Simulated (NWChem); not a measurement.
System: C₃H₉BeN; SMILES [NH2][Be][CH](C)C

The following NWChem deck was run.

```
start job
memory heap 200 mb stack 900 mb global 1100 mb
geometry units angstroms noautosym nocenter noautoz
  Be     0.045827     1.082273    -0.151966
  C     -0.009596    -0.605195    -0.392421
  C     -1.320369    -1.227022     0.142917
  C      1.211119    -1.346623     0.195533
  H      0.001347    -0.775411    -1.482894
  H     -1.363258    -2.310007    -0.052217
  H     -1.416448    -1.099305     1.229913
  H     -2.211949    -0.780838    -0.316771
  H      2.158787    -0.988506    -0.227354
  H      1.159629    -2.429904     0.003472
  H      1.275426    -1.220508     1.284750
  N      0.080920     2.573113     0.063901
  H     -0.660276     3.121715     0.482950
  H      0.849838     3.183957    -0.184156
end
basis spherical
  * library pcsseg-1
end
dft
  xc pbe0
  iterations 150
end
property
  shielding
end
task dft property
```

Output (shortened):

```
             Northwest Computational Chemistry Package (NWChem) 7.3.0
             --------------------------------------------------------

                             Geometry "geometry" -> ""
                             -------------------------

 Output coordinates in angstroms (scale by  1.889725989 to convert to a.u.)

  No.       Tag          Charge          X              Y              Z
 ---- ---------------- ---------- -------------- -------------- --------------
    1 Be                   4.0000     0.04582700     1.08227300    -0.15196600
    2 C                    6.0000    -0.00959600    -0.60519500    -0.39242100
    3 C                    6.0000    -1.32036900    -1.22702200     0.14291700
    4 C                    6.0000     1.21111900    -1.34662300     0.19553300
    5 H                    1.0000     0.00134700    -0.77541100    -1.48289400
    6 H                    1.0000    -1.36325800    -2.31000700    -0.05221700
    7 H                    1.0000    -1.41644800    -1.09930500     1.22991300
    8 H                    1.0000    -2.21194900    -0.78083800    -0.31677100
    9 H                    1.0000     2.15878700    -0.98850600    -0.22735400
   10 H                    1.0000     1.15962900    -2.42990400     0.00347200
   11 H                    1.0000     1.27542600    -1.22050800     1.28475000
   12 N                    7.0000     0.08092000     2.57311300     0.06390100
   13 H                    1.0000    -0.66027600     3.12171500     0.48295000
   14 H                    1.0000     0.84983800     3.18395700    -0.18415600

 Effective nuclear repulsion energy (a.u.)     145.6091587951

                              NWChem Property Module
                              ----------------------

  itol2e modified to match energy
  convergence criterion.

                                 NWChem DFT Module
                                 -----------------

 Summary of "ao basis" -> "ao basis" (spherical)
 ------------------------------------------------------------------------------
       Tag                 Description            Shells   Functions and Types
 ---------------- ------------------------------  ------  ---------------------
 Be                         pcsseg-1                 6       12   3s3p
 C                          pcsseg-1                 7       17   3s3p1d
 H                          pcsseg-1                 3        5   2s1p
 N                          pcsseg-1                 7       17   3s3p1d

  itol2e modified to match energy
  convergence criterion.

            General Information
            -------------------
          SCF calculation type: DFT
          Wavefunction type:  closed shell.
          No. of atoms     :    14
          No. of electrons :    38
           Alpha electrons :    19
            Beta electrons :    19
          Charge           :     0
          Spin multiplicity:     1
          Use of symmetry is: off; symmetry adaption is: off
          Maximum number of iterations: 150
          AO basis - number of functions:   125
                     number of shells:    61
          Convergence on energy requested:  1.00D-07
          Convergence on density requested:  1.00D-05
          Convergence on gradient requested:  5.00D-04

              XC Information
              --------------
                         PBE0 Method XC Functional
                     Hartree-Fock (Exact) Exchange  0.250
          PerdewBurkeErnzerhof Exchange Functional  0.750
            Perdew 1991 LDA Correlation Functional  1.000 local
           PerdewBurkeErnz. Correlation Functional  1.000 non-local

[...]

          -----------------------------------------
          Chemical Shielding Tensors (GIAO, in ppm)
          -----------------------------------------

                                NWChem CPHF Module
                                ------------------

  scftype          =     RHF
  nclosed          =       19
  nopen            =        0
  variables        =     2014
  # of vectors     =        3
  tolerance        = 0.10D-03
  level shift      = 0.00D+00
  max iterations   =       50
  max subspace     =       30

 SCF residual:    8.4632832215957875E-005

Iterative solution of linear equations
  No. of variables     2014
  No. of equations        3
  Maximum subspace       30
        Iterations       50
       Convergence  1.0D-04

   iter   nsub   residual    time
   ----  ------  --------  ---------
     1      3    4.78D-01      56.9
     2      6    1.73D-02      61.5
     3      9    1.92D-03      66.0
     4     12    9.85D-05      70.5

      Atom:    1  Be
        Diamagnetic
    137.8350      0.9550     -1.0936
      0.9550    163.1586      3.0495
     -1.0936      3.0495    135.0619

        Paramagnetic
    -76.5434      1.6127      0.6653
      1.6127    -13.1064      9.1184
      0.6653      9.1184    -74.6593

        Total Shielding Tensor
     61.2916      2.5677     -0.4283
      2.5677    150.0521     12.1679
     -0.4283     12.1679     60.4026

           isotropic =      90.5821
          anisotropy =      91.7410

          Principal Components and Axis System
                 1           2           3
              151.7428     61.4421     58.5614

      1         0.0275      0.9609      0.2756
      2         0.9909      0.0102     -0.1343
      3         0.1319     -0.2768      0.9518

      Atom:    2  C
        Diamagnetic
    256.7576     -0.4288      0.0147
     -0.4288    248.2197     -2.7629
      0.0147     -2.7629    242.0997

        Paramagnetic
    -77.5935     -0.2015     -2.3492
     -0.2015    -75.0655     -3.7600
     -2.3492     -3.7600    -64.7945

        Total Shielding Tensor
    179.1641     -0.6303     -2.3345
     -0.6303    173.1542     -6.5229
     -2.3345     -6.5229    177.3052

           isotropic =     176.5412
          anisotropy =       9.3258

          Principal Components and Axis System
                 1           2           3
              182.7584    178.8059    168.0592

      1        -0.4112      0.8956      0.1699
      2        -0.4935     -0.3755      0.7845
      3         0.7664      0.2388      0.5964

      Atom:    3  C
        Diamagnetic
    255.7594      5.1701     -4.4462
      5.1701    245.4281     -2.1327
     -4.4462     -2.1327    244.7348

        Paramagnetic
    -74.1296      3.0100     -2.3526
      3.0100    -85.4077     -3.2945
     -2.3526     -3.2945    -92.0388

        Total Shielding Tensor
    181.6298      8.1801     -6.7988
      8.1801    160.0204     -5.4272
     -6.7988     -5.4272    152.6959

           isotropic =     164.7821
          anisotropy =      32.3944

          Principal Components and Axis System
                 1           2           3
              186.3784    158.3532    149.6147

      1         0.9127     -0.3985      0.0901
      2         0.3322      0.8523      0.4040
      3        -0.2378     -0.3388      0.9103

      Atom:    4  C
        Diamagnetic
    254.2701     -5.9619      4.5218
     -5.9619    246.3611     -2.8838
      4.5218     -2.8838    244.8701

        Paramagnetic
    -76.7468     -4.2130      3.9303
     -4.2130    -84.4030     -2.9597
      3.9303     -2.9597    -92.5028

        Total Shielding Tensor
    177.5233    -10.1749      8.4521
    -10.1749    161.9581     -5.8436
      8.4521     -5.8436    152.3673

           isotropic =     163.9496
          anisotropy =      32.5689

          Principal Components and Axis System
                 1           2           3
              185.6622    157.1821    149.0045

      1         0.8504      0.4953     -0.1772
      2        -0.4372      0.8528      0.2857
      3         0.2926     -0.1655      0.9418

      Atom:    5  H
        Diamagnetic
     26.4248     -0.0478     -0.2840
     -0.0478     25.4100      1.5278
     -0.2840      1.5278     39.2644

        Paramagnetic
      3.1100     -0.1748      0.1955
     -0.1748      1.4064     -1.7480
      0.1955     -1.7480     -2.3658

        Total Shielding Tensor
     29.5348     -0.2226     -0.0885
     -0.2226     26.8164     -0.2202
     -0.0885     -0.2202     36.8985

           isotropic =      31.0833
          anisotropy =       8.7316

          Principal Components and Axis System
                 1           2           3
               36.9043     29.5522     26.7932

      1        -0.0114      0.9966      0.0816
      2        -0.0216     -0.0819      0.9964
      3         0.9997      0.0095      0.0224

      Atom:    6  H
        Diamagnetic
     27.2655      3.8821     -0.5276
      3.8821     38.1686      1.5175
     -0.5276      1.5175     23.3746

        Paramagnetic
      1.7652     -0.5416      0.3510
     -0.5416     -3.1403     -0.5548
      0.3510     -0.5548      3.5882

        Total Shielding Tensor
     29.0307      3.3405     -0.1766
      3.3405     35.0283      0.9627
     -0.1766      0.9627     26.9628

           isotropic =      30.3406
          anisotropy =       9.3688

          Principal Components and Axis System
                 1           2           3
               36.5865     27.8567     26.5787

      1         0.4013      0.8110      0.4258
      2         0.9121     -0.3112     -0.2668
      3         0.0839     -0.4955      0.8646

      Atom:    7  H
        Diamagnetic
     27.6640      1.1335     -4.5281
      1.1335     24.5290      0.1681
     -4.5281      0.1681     37.8639

        Paramagnetic
      1.8510     -0.2212      1.0838
     -0.2212      3.2487     -0.0263
      1.0838     -0.0263     -3.5445

[...]
```

Level: PBE0/pcSseg-1, GIAO. Geometry: optimised at B3LYP/6-31G* (spherical d). The printed shielding anisotropy is the first printed principal value minus the mean of the other two.
